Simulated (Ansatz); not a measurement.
`COC(F)[SeH]` and `FC([SiH3])[SeH]` differ in one atom or group.

Ansatz, PBE0-D4/def2-TZVP geometries, multiplicity 1. Each molecule was computed in one conformer, which needn't be the lowest.

Scalar relativity is left out up to krypton.

| property | `COC(F)[SeH]` |
| --- | --- |
| HOMO energy (PBE0/def2-TZVPP) / eV | -6.91 |
| HOMO energy (B3LYP/def2-TZVPP) / eV | -6.67 |
| size of the dipole moment (PBE/def2-TZVPP) / D | 2.56 |
| HOMO–LUMO gap (PBE/def2-TZVPP) / eV | 4.62 |
| LUMO energy (B3LYP/def2-TZVPP) / eV | -0.45 |
| LUMO energy (ωB97M-V/def2-TZVPP) / eV | 1.77 |

Q: What does the change do to each property? (Best estimate.)

A: Computed: 
```tsv
property	`FC([SiH3])[SeH]`	shift
HOMO energy (PBE0/def2-TZVPP) / eV	-7.17	-0.26
HOMO energy (B3LYP/def2-TZVPP) / eV	-6.93	-0.26
size of the dipole moment (PBE/def2-TZVPP) / D	1.19	-1.37
HOMO–LUMO gap (PBE/def2-TZVPP) / eV	4.69	0.07
LUMO energy (B3LYP/def2-TZVPP) / eV	-0.69	-0.24
LUMO energy (ωB97M-V/def2-TZVPP) / eV	1.34	-0.43
```

Dipoles are sizes alone; their direction can turn.

B3LYP here is the variant with VWN-RPA as its local correlation; programs differ in this.

Spin–orbit coupling is left out; it splits and shifts lone-pair levels of the heavy atoms by tenths of an eV.
